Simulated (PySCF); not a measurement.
Identify the unknown among the candidates.

All candidates are C3H11GeNSi.

| technique | computed result |
| --- | --- |
| Valence photoelectron | vertical ionisation energy: 8.52 eV [ΔSCF PBE0/def2-SVPD] |
| UV, strongest line | among the 10 lowest singlet transitions: S8 at 7.18 eV (173 nm, f = 0.051) [TDDFT PBE0/def2-SVPD] |
| XPS | Si2p3/2 106.7, C1s 290.5 (×2), C1s 291.4, N1s 403.8, Si1s 1846.6 eV [ΔSCF SCAN, pcX-2 on the ionised atom, pcseg-1 elsewhere, spin-free X2C, 2p3/2 from a spin–orbit splitting computed afterwards within the 2p shell] |
| Triplet | lowest triplet excitation (Tamm–Dancoff): 5.46 eV [TDA PBE0/def2-SVPD] |
| Rotational structure | rotational constants A, B, C: 2.240, 1.407, 0.915 GHz [PBE0-D3(BJ)/def2-SVP] |
| UV, first state | lowest singlet excitation: 5.79 eV (214 nm, f = 0.005) [TDDFT PBE0/def2-SVPD] |
| Polarisability | 99.6 au [PBE0/def2-SVPD] |
| Dipole | 0.86 D [PBE0/def2-SVPD] |

The electronic properties come from PySCF, for the isolated species, density fitting. Levels stand in brackets. The structure is a single PBE0-D3(BJ)/def2-SVP conformer in the gas phase; no vibrational or solvent corrections. Relativistic effects, spin–orbit coupling among them, are left out (core-ionisation runs apart) although an element past zinc is present.

Problem. Which candidate is it?
A. `[SiH3][N]([GeH3])C1CC1`
B. `[GeH3][NH][SiH2]C1CC1`
C. `C=CC[N]([SiH3])[GeH3]`

Solution. A. It is `[SiH3][N]([GeH3])C1CC1`. Numbering: `[SiH3:1][N:2]([GeH3:3])[CH:4]1[CH2:5][CH2:6]1`. The core levels belong to: Si2p3/2 106.7 eV, SiH3 silicon [Si1]; C1s 290.5 eV, three-membered-ring carbon [C5/C6]; C1s 291.4 eV, sp3 carbon bound to nitrogen [C4]; N1s 403.8 eV, silicon-bound nitrogen [N2]; Si1s 1846.6 eV, SiH3 silicon [Si1]. One atom of each topological class was ionised and stands for its class. No core level of Ge was computed. The first electron is taken from the HOMO, whose largest Löwdin shares are 0.50 on the silicon-bound nitrogen, 0.08 on the SiH3 silicon, 0.08 on the sp3 carbon bound to nitrogen and 0.07 on the germanium bonded to N and 3 H. The optimised geometry has point group C1 and is an asymmetric top.

The others, at the same levels:
- `C=CC[N]([SiH3])[GeH3]` fails: its computed core binding energies are Si2p3/2 106.7, C1s 290.2, C1s 290.5, C1s 291.6, N1s 403.7, Si1s 1846.6 eV, rotational constant A is 2.581 GHz (against 2.240 GHz) and smallest rotational constant is 0.816 GHz (against 0.915 GHz).
- `[GeH3][NH][SiH2]C1CC1` fails: its computed core binding energies are Si2p3/2 106.4, C1s 290.1, C1s 290.6 (×2), N1s 403.8, Si1s 1846.3 eV, vertical ionisation energy is 8.92 eV (against 8.52 eV) and strongest line among the 10 lowest singlet transitions is S9 at 7.65 eV (162 nm, f = 0.025) (against S8 at 7.18 eV).

Each candidate is one conformer, not necessarily the lowest. The conformers computed, where there is a choice (atom-mapped SMILES and torsion angles):
- `[SiH3:1][N:2]([GeH3:3])[CH:4]1[CH2:5][CH2:6]1`: Si1–N2–C4–C5 -131°
- `[CH2:1]=[CH:2][CH2:3][N:4]([SiH3:5])[GeH3:6]`: C1–C2–C3–N4 120°, C2–C3–N4–Si5 -70°
- `[GeH3:1][NH:2][SiH2:3][CH:4]1[CH2:5][CH2:6]1`: Ge1–N2–Si3–C4 -33°, N2–Si3–C4–C5 152°
